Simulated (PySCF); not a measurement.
Screening by computed properties: pick the candidate that meets the target.

Species are written as SMILES; each is one conformer at its optimised geometry, gas phase, non-relativistic unless stated; the electronic structure was computed with PySCF and density fitting.

The conformers computed, where there is a choice (atom-mapped SMILES and torsion angles):
- `[SiH3:1][O:2][SiH2:3][SiH2:4][S:5][SiH3:6]`: Si1–O2–Si3–Si4 177°, O2–Si3–Si4–S5 180°, Si3–Si4–S5–Si6 176°
- `[F:1][CH:2]([F:3])[CH2:4]/[CH:5]=[CH:6]/[SiH2:7][Cl:8]`: F1–C2–C4–C5 68°, C2–C4–C5–C6 119°, C5–C6–Si7–Cl8 128°
- `[O:1]=[CH:2][O:3]/[CH:4]=[C:5]1/[CH2:6][CH2:7][S:8]1`: O1–C2–O3–C4 0°, C2–O3–C4–C5 180°

Task: Wanted: dipole moment between 1 D and 1.4 D (CAM-B3LYP/def2-SVPD) and electronic spatial extent ⟨r²⟩ about the centre of nuclear charge above 2000 bohr² (CAM-B3LYP/def2-SVPD), at GFN2-xTB geometries. Which candidate meets both?
A. `C(/OC=O)=C1\CCS1`
B. `FC(C/C=C/[SiH2]Cl)F`
C. `[SiH3]O[SiH2][SiH2]S[SiH3]`
D. `C=[SiH2]`

Result: C. Computed values:
```csv
species,dipole moment,electronic spatial extent ⟨r²⟩ about the centre of nuclear charge
C=[SiH2],0.90 D,146 bohr²
[SiH3]O[SiH2][SiH2]S[SiH3],1.26 D,2988 bohr²
FC(C/C=C/[SiH2]Cl)F,1.59 D,2500 bohr²
C(/OC=O)=C1\CCS1,2.89 D,1455 bohr²
```

Task: Wanted: lowest singlet excitation between 5.2 eV and 6 eV (TDDFT CAM-B3LYP/def2-SVPD) and lowest triplet excitation (Tamm–Dancoff) above 4 eV (TDA CAM-B3LYP/def2-SVPD), at GFN2-xTB geometries. Which candidate meets both?
A. `C=[SiH2]`
B. `[SiH3]O[SiH2][SiH2]S[SiH3]`
C. `C(/OC=O)=C1\CCS1`
D. `FC(C/C=C/[SiH2]Cl)F`

Result: B. Computed values:
```csv
species,lowest singlet excitation,lowest triplet excitation (Tamm–Dancoff)
C(/OC=O)=C1\CCS1,4.54 eV,3.65 eV
C=[SiH2],4.99 eV,2.43 eV
[SiH3]O[SiH2][SiH2]S[SiH3],5.39 eV,5.10 eV
FC(C/C=C/[SiH2]Cl)F,6.75 eV,4.32 eV
```
